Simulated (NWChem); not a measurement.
Molecule: CH₄BFOS; SMILES COB(F)S

```xyz
9

B      0.5575    -0.1349     0.0000
F      1.7460    -0.7274     0.0000
O      0.5249     1.2063     0.0000
C     -0.6693     1.9469     0.0000
H     -1.2765     1.7314    -0.8952
H     -1.2765     1.7314     0.8952
H     -0.4112     3.0145     0.0000
S     -0.9629    -1.1415     0.0000
H     -0.3131    -2.3234     0.0000
```
Atoms are numbered in this order, from 1.

Results from NWChem. Structure relaxed at the PBE0/def2-SVP level.

Task: Taking PBE/pcseg-2 as the yardstick, which of these has the fewest basis functions while keeping “dipole (D)” within 0.05 D of it: PBE/pcseg-1; PBE/STO-3G; PBE/def2-SVP; PBE/aug-pcseg-1?

Result: PBE/aug-pcseg-1.
| level | basis functions | dipole (D) |
|---|---|---|
| PBE/STO-3G | 33 | 0.55 |
| PBE/pcseg-1 | 94 | 1.43 |
| PBE/def2-SVP | 94 | 1.40 |
| PBE/aug-pcseg-1 | 155 | 1.49 |
| PBE/pcseg-2 | 210 | 1.50 |

The yardstick is one finite set, not the basis-set limit.
